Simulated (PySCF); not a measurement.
## Dipole moment and polarisability of 1,4-dimethylimidazole

Species: 1,4-dimethylimidazole, C5H8N2.
Cartesian coordinates in Å at the GFN2-xTB level; atoms count from 1:
```
atom  x, y, z in Å
C1     2.5962   -0.2223   -0.2358
C2     1.1639    0.0835    0.0269
C3     0.0471   -0.5817   -0.4015
N4    -1.0285    0.1003    0.1028
C5    -2.4102   -0.2318   -0.0897
C6    -0.5171    1.1373    0.8033
N7     0.7860    1.1563    0.7786
H8     2.7226   -1.2761   -0.4721
H9     2.9635    0.3695   -1.0743
H10    3.1895    0.0306    0.6390
H11   -0.0716   -1.4599   -1.0030
H12   -2.6902   -0.1228   -1.1408
H13   -2.6012   -1.2630    0.2155
H14   -3.0258    0.4354    0.5118
H15   -1.1286    1.8526    1.3173
```

Level: PBE0/def2-SVPD (PySCF), static field, nuclei fixed, core orbitals frozen in the response. The polarisability tensor in these axes (au):

```
x   92.24  0.60 -1.14
y    0.60 65.73 10.89
z   -1.14 10.89 57.75
```

Diagonalise the tensor; give its mean and Δα, where Δα² is half the sum of the squared differences of the eigenvalues.

Principal values 50.11, 73.33 and 92.28 au; mean 71.91 au = 10.66 Å³ = 11.86 × 10⁻⁴⁰ C²·m²/J; Δα = 36.59 au (51 % of the mean).

What is the dipole moment, and where does it point?

(-3.12, -1.75, -1.14) D, 3.75 D in size, pointing from the negative to the positive side. Measured along this direction, the outermost atoms are H10 at the negative end and H13 and H12 at the positive end.

Find the Langevin capture rate constant for H3O+ (19.018 u) meeting this molecule (96.069 u), k = 2.342 × 10⁻⁹ cm³/s × √(α in Å³ / reduced mass in u).

The reduced mass is 15.88 u, so k = 1.92 × 10⁻⁹ cm³/s. The formula leaves out the permanent dipole, which adds to the capture rate.

Molar refractivity from α?

Lorentz–Lorenz: R = (4π/3)N_A α = 2.5225 cm³/(mol·Å³) × 10.66 Å³ = 26.9 cm³/mol, in the limit of long wavelengths.

Traceless (Buckingham) quadrupole moment about the centre of nuclear charge: eigenvalues?

-4.46, -4.34, 8.79 D·Å. The values depend on the origin, since the dipole doesn't vanish. The electronic extent ⟨r²⟩ about the same centre is 770 bohr², a root-mean-square distance of 2.04 Å for the 52 electrons.

Form Σ f/ω² (atomic units) for the 6 lowest TDDFT singlets, given as eV and f, and set it beside the mean polarisability, which is this sum over all singlets: 5.86, 0.0024; 6.24, 0.1239; 6.50, 0.0017; 6.54, 0.0008; 6.85, 0.0200; 6.97, 0.0165.

They add up to 3.02 au, 4.2 % of the 71.91 au; the largest single term is 2.35 au, from the state at 6.24 eV. Terms in order: 0.05, 2.35, 0.03, 0.01, 0.32, 0.25 au. Higher excitations give the rest. The strengths listed sum to 0.165.

Isolated species at its GFN2-xTB geometry, gas phase.
